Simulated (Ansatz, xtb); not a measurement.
**C4H11BN2: which of two isomers lies lower**

We compare a, `CCB1NCCN1`, a singlet, with b, `CB1NC[C@H](C)N1`, a singlet. Both are isolated molecules in the gas phase, relaxed with r2SCAN-D4/def2-SVP; the shapes shown needn't be the lowest conformers.

a (Å):

```json
{"atom": "C", "x (Å)": "-0.9111", "y (Å)": "-1.0286", "z (Å)": "-2.5263"}
{"atom": "C", "x (Å)": "0.3261", "y (Å)": "-0.3885", "z (Å)": "-1.8947"}
{"atom": "C", "x (Å)": "0.5685", "y (Å)": "1.0160", "z (Å)": "1.7275"}
{"atom": "C", "x (Å)": "-0.9507", "y (Å)": "0.8003", "z (Å)": "1.5841"}
{"atom": "B", "x (Å)": "0.1132", "y (Å)": "0.1580", "z (Å)": "-0.4279"}
{"atom": "N", "x (Å)": "1.0524", "y (Å)": "0.8969", "z (Å)": "0.3579"}
{"atom": "N", "x (Å)": "-1.0593", "y (Å)": "0.0003", "z (Å)": "0.3709"}
{"atom": "H", "x (Å)": "-1.7413", "y (Å)": "-0.3062", "z (Å)": "-2.6056"}
{"atom": "H", "x (Å)": "-1.2749", "y (Å)": "-1.8758", "z (Å)": "-1.9207"}
{"atom": "H", "x (Å)": "-0.7181", "y (Å)": "-1.4125", "z (Å)": "-3.5413"}
{"atom": "H", "x (Å)": "0.6940", "y (Å)": "0.4397", "z (Å)": "-2.5294"}
{"atom": "H", "x (Å)": "1.1592", "y (Å)": "-1.1176", "z (Å)": "-1.8798"}
{"atom": "H", "x (Å)": "2.0502", "y (Å)": "0.9478", "z (Å)": "0.1985"}
{"atom": "H", "x (Å)": "1.0039", "y (Å)": "0.2358", "z (Å)": "2.3873"}
{"atom": "H", "x (Å)": "0.7976", "y (Å)": "1.9951", "z (Å)": "2.1843"}
{"atom": "H", "x (Å)": "-1.4680", "y (Å)": "1.7769", "z (Å)": "1.4774"}
{"atom": "H", "x (Å)": "-1.3756", "y (Å)": "0.2999", "z (Å)": "2.4721"}
{"atom": "H", "x (Å)": "-1.9818", "y (Å)": "-0.2445", "z (Å)": "0.0356"}
```

b (Å):

```xyz
18

C    -1.0469   -2.8757   -0.0455
C    -1.0366    0.5356    1.8198
C    -0.2617    0.9031    0.5296
C    -1.0863    1.7818   -0.4120
B    -0.8905   -1.3886    0.4510
N    -1.6129   -0.7645    1.5127
N     0.0217   -0.4091   -0.0501
H    -0.3372   -3.5344    0.4852
H    -0.8369   -2.9870   -1.1215
H    -2.0565   -3.2734    0.1443
H    -2.1695   -1.2277    2.2185
H    -0.3421    0.4867    2.6838
H    -1.7989    1.3013    2.0549
H     0.6716    1.4373    0.7907
H    -2.0606    1.3084   -0.6163
H    -1.2651    2.7784    0.0246
H    -0.5664    1.9242   -1.3737
H     0.4947   -0.4366   -0.9447
```

Quicker runs give these differences E(b) − E(a): GFN2-xTB −5.7 kcal/mol; HF/STO-3G −3.7 kcal/mol (at GFN2-xTB geometries); r2SCAN-D4/def2-SVP//GFN2-xTB −5.9 kcal/mol.

Problem. Estimate E(b) − E(a) at the level CCSD(T)/def2-SVP + ΔMP2/def2-TZVPP.

Solution. Calculated at CCSD(T)/def2-SVP + ΔMP2/def2-TZVPP: E(b) − E(a) = −5.6 kcal/mol, so structure b lies lower.

Level by level:

```
                             level            geometry  E(b) − E(a) (kcal/mol)  departure from the last row (kcal/mol)  job, with rough time for the two
                          GFN2-xTB            GFN2-xTB                      −5.7                                    −0.1              optimisation, 0.27 s
                         HF/STO-3G            GFN2-xTB                      −3.7                                    +1.9               single point, 0.4 s
      r2SCAN-D4/def2-SVP//GFN2-xTB            GFN2-xTB                      −5.9                                    −0.3               single point, 4.8 s
                r2SCAN-D4/def2-SVP  r2SCAN-D4/def2-SVP                      −5.6                                    +0.1                optimisation, 77 s
                       HF/def2-SVP  r2SCAN-D4/def2-SVP                      −4.4                                    +1.2           part of the CCSD(T) run
                      MP2/def2-SVP  r2SCAN-D4/def2-SVP                      −6.0                                    −0.4           part of the CCSD(T) run
                  CCSD(T)/def2-SVP  r2SCAN-D4/def2-SVP                      −5.6                                     0.0                      single point
CCSD(T)/def2-SVP + ΔMP2/def2-TZVPP  r2SCAN-D4/def2-SVP                      −5.6                                                     single point, 1.9 min
```

As drawn, both hold the same kinds of bond in the same numbers. Structure a has 1 methyl group, b 2.

The levels shown agree on the order. The largest departure from CCSD(T)/def2-SVP + ΔMP2/def2-TZVPP is that of HF/STO-3G, 1.9 kcal/mol. The last row adds to CCSD(T) the change of the MP2 difference between the two basis sets, here 0.0 kcal/mol.

With thermal terms from frequencies at re-optimised GFN2-xTB minima (ideal gas, soft modes damped towards free rotors, one conformer each, 298.15 K, 1 atm): on the last row, ΔE + ΔZPE = −6.1, ΔH = −6.0, ΔG = −6.3 kcal/mol.

The correlated steps freeze 7 core orbitals. Mirror images aren't counted in ΔG. Run with Ansatz 0.2.0, xtb 6.7.1; the last row on 4 threads of Arm Neoverse V1 on a shared host.
